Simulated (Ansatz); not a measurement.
Mulliken charges of `C#[C][Ti]([F])([F])[C]#C` from ωB97M-V/def2-TZVPP in Ansatz (PBE0-D4/def2-TZVP geometry).

```
atom   x (Å)   y (Å)   z (Å)  charge (e)
  C1   0.784  -2.584   0.438      -0.064
  C2   0.600  -1.508  -0.095      -0.413
 Ti3   0.294   0.272  -0.972       1.119
  F4  -0.705   0.065  -2.379      -0.314
  F5   1.822   0.995  -1.374      -0.314
  C6  -0.662   1.418   0.371      -0.413
  C7  -1.241   2.110   1.184      -0.064
  H8   0.945  -3.528   0.909       0.231
  H9  -1.749   2.715   1.902       0.231
```

By hand: the dipole of these point charges (1 e Å = 4.8032 D).

Σ q r = (-0.153, -0.149, 0.522) e Å, of length 0.564 e Å = 2.71 D.

How does the dipole of the full density compare? (An estimate is asked.)

Computed: (-0.105, -0.102, 0.358) e Å, 1.86 D; the point charges give 1.46 times that, at 0° from its direction.

Point charges leave out the atoms' own dipoles, such as those of lone pairs, and Mulliken's split depends on the basis, so the two needn't agree.
